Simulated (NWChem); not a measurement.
C₃H₆Cl, doublet; SMILES C[C](Cl)C

Results from NWChem. Spin-unrestricted. In the optimisation the excess spin sits in a' (Cs, its own frame). The geometry was optimised at PBE0/def2-SVP, spin-unrestricted. No stability test was run on the SCF state. Level: PBE/def2-SVP with SMD (1 M gas to 1 M solution), gas-phase geometry. Reactions with the solvent are ignored.

```
solvent                dielectric constant  solvation free energy (kcal/mol)  cavity-dispersion-structure term (kcal/mol)  dipole in solution (D)
---------------------  -------------------  --------------------------------  -------------------------------------------  ----------------------
water                                 78.4                               0.8                                          2.7                    1.95
ethanol                               24.9                              -3.0                                         -1.1                    1.93
acetone                               20.5                              -3.3                                         -1.4                    1.93
chloroform                            4.71                               ___                                          ___                     ___
N,N-dimethylformamide                 37.2                              -2.6                                         -0.7                    1.94
ethylene glycol                       40.2                              -0.9                                          1.0                    1.94
```

Task: Fill in the missing entries.

Result: 
- chloroform, solvation free energy (kcal/mol): -3.7
- chloroform, cavity-dispersion-structure term (kcal/mol): -2.2
- chloroform, dipole in solution (D): 1.82
